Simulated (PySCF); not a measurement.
A structure optimised at ωB97X-D3(BJ)/def2-TZVPD, used in a PySCF frequency run:

```xyz
4

Al     0.0000     0.0000     0.0000
H      1.5827     0.0000     0.0000
H     -0.7913     1.3707     0.0000
H     -0.7913    -1.3707     0.0000
```
Charge 0, spin multiplicity 1.

Task: Write its SMILES, formula and point group.

Result: [AlH3], AlH3, D3h

Task: What are its rotational constants (standard atomic weights)?

Result: 133.44, 133.44, 66.718 GHz
